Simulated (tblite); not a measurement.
C$_{4}$H$_{12}$O$_{4}$Ti, singlet, at a GFN2-xTB geometry (such geometries of metal compounds can be far from the true shape); tblite with IPEA1-xTB.

Here is a job for tblite.
```
$ tblite run mol.xyz --method ipea1 --charge 0 --spin 0 --json tblite.json --no-restart

# file mol.xyz
21

Ti     0.19602624    -0.03307698     0.08517431
O     -1.51939867     0.14731289     0.35357079
C     -1.98994423     0.64490125     1.57025692
H     -1.59867019     1.66230384     1.74866106
H     -3.08982221     0.68845792     1.54398018
H     -1.68060457    -0.00915351     2.40409188
O      0.33180974    -0.84766475    -1.42954178
C     -0.42435284    -0.66480244    -2.58306497
H      0.01990371     0.11992038    -3.21776086
H     -0.44832220    -1.60085573    -3.16140320
H     -1.46054878    -0.38028409    -2.32597764
O      0.88996103    -0.95604241     1.37931825
C      0.88730172    -2.34777466     1.38082381
H      1.41376826    -2.74208824     0.49486502
H      1.39712590    -2.71598517     2.28409083
H     -0.14871883    -2.73233309     1.38303900
O      0.89298050     1.55622209     0.11421783
C      0.65260328     2.51505484    -0.86437782
H     -0.40364078     2.48363879    -1.19361958
H      0.86303675     3.51669816    -0.45871038
H      1.30744687     2.35447787    -1.73743967
```

Task: What does tblite print? Leave out banner, timings and long lists.

Result: 
```
xTB calculator
 | screened Coulomb repulsion
 | Coulomb electrostatics
 |  * isotropic Klopman-Ohno-Mataga-Nishimoto electrostatics
 |  * onsite third-order electrostatics
 | DFT-D3(BJ) dispersion correction

halogen bonding energy    0.0000000000000E+00 Eh
repulsion energy          3.5719335440209E-01 Eh
dispersion energy        -8.6171824815489E-03 Eh
number of electrons       5.6000000000000E+01 e
integral cutoff           4.0000000000000E+01 bohr

------------------------------------------------------------
  cycle        total energy    energy error   density error
------------------------------------------------------------
      1     -33.95055652659  -3.4299133E+01   5.8289578E-01
      2    -0.5325470332266   3.3418009E+01   1.1729814E+00
      3     -34.45561364355  -3.3923067E+01   3.8268064E-01
      4     -36.59393830889  -2.1383247E+00   9.3355524E-02
      5     -36.49259124360   1.0134707E-01   8.8300207E-02
      6     -36.62625754446  -1.3366630E-01   4.3253396E-02
      7     -36.65531851575  -2.9060971E-02   1.9001397E-02
      8     -36.66498430122  -9.6657855E-03   4.5200262E-03
      9     -36.66490859712   7.5704098E-05   3.7888582E-03
     10     -36.66518411460  -2.7551748E-04   2.7846661E-03
     11     -36.66535285533  -1.6874073E-04   2.3324426E-04
     12     -36.66535222168   6.3365948E-07   2.7163809E-04
     13     -36.66535362918  -1.4075017E-06   9.6726883E-05
     14     -36.66535382022  -1.9104686E-07   3.2051159E-05
     15     -36.66535384430  -2.4077394E-08   5.0576926E-06
------------------------------------------------------------

electronic energy        -3.7013930016222E+01 Eh
total energy             -3.6665353844301E+01 Eh

Post processing:
 | Mayer-Wiberg bond orders

[Info] JSON dump of results written to 'tblite.json'
```
